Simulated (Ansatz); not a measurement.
`CB1N=C1C` → `CC1=NB1` + `[CH2]` (triplet) at 600 K and 1 bar (formal loss of a carbene).

Computed with Ansatz on PBE0-D4/def2-TZVP structures; ΔE is electronic, products minus reactants. CBS: MP2 limit from def2 TZ/QZ plus the TZ coupled-cluster correction, frozen cores. This one scheme is used for every species. Triplets are unrestricted, without spin–orbit coupling.

```json
{"species": "`CB1N=C1C`", "CCSD(T)/CBS energy (Eh)": "-197.24373", "H − E (kJ/mol)": "285.8", "S (J/(mol·K))": "416.0"}
{"species": "`CC1=NB1`", "CCSD(T)/CBS energy (Eh)": "-157.96353", "H − E (kJ/mol)": "196.4", "S (J/(mol·K))": "344.6"}
{"species": "`[CH2]` (triplet)", "CCSD(T)/CBS energy (Eh)": "-39.09499", "H − E (kJ/mol)": "66.5", "S (J/(mol·K))": "220.8"}
```

H − E and S are ideal-gas, rigid-rotor, harmonic terms from PBE0-D4/def2-TZVP, for one conformer and one mirror image of each species, with the whole ground term of open shells counted as degenerate. 1 Eh = 2625.50 kJ/mol, R = 8.31446 J/(mol·K).

Problem. By hand: ΔE, ΔH, ΔS and ΔG.

Solution. ΔE = (-157.96353) + (-39.09499) − (-197.24373) = 0.18521 Eh = 486.3 kJ/mol. Δ(H − E) = 196.4 + 66.5 − 285.8 = -22.9, so ΔH = 463.4 kJ/mol. ΔS = 344.6 + 220.8 − 416.0 = 149.4 J/(mol·K). ΔG = 463.4 − 600 × (149.4)/1000 = 373.8 kJ/mol.

Problem. By hand: the equilibrium constant, and the temperature at which ΔG would vanish if ΔH and ΔS stayed fixed.

Solution. log₁₀ K = −ΔG/(RT ln 10) = -32.5. ΔG = 0 at ΔH/ΔS = 3102 K, far beyond where these terms or the molecules hold.

The number of gas molecules changes by +1, which sets the sign of ΔS. A doubt of 5 kJ/mol in ΔE shifts log₁₀ K by 0.4 here. Other conformers and mirror images would add mixing entropy, several J/(mol·K) or more a flexible species. Modes under 60 cm⁻¹, often nearly free rotors, make the harmonic entropy too high. A triplet takes part, so the spin changes. These are equilibria of isolated gas molecules and say nothing of rates. Largest T1 diagnostic: 0.011 (customary marks: 0.02 for closed shells, 0.045 for open ones).
